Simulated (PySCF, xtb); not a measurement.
BH2, SMILES [BH2], multiplicity 2.

Harmonic wavenumbers (cm⁻¹) from GFN2-xTB run with xtb at its own minimum, in rising order: 873, 2689, 2773.

### Question
What does ωB97X-D3(BJ)/def2-TZVPD in PySCF give at its own minimum? (The exact figures need the calculation; the answer reports its results.)

### Answer
997, 2591, 2758. Paired by order, the mean absolute difference is 80 cm⁻¹ and the zero-point energies are 9.1 and 9.1 kcal/mol.
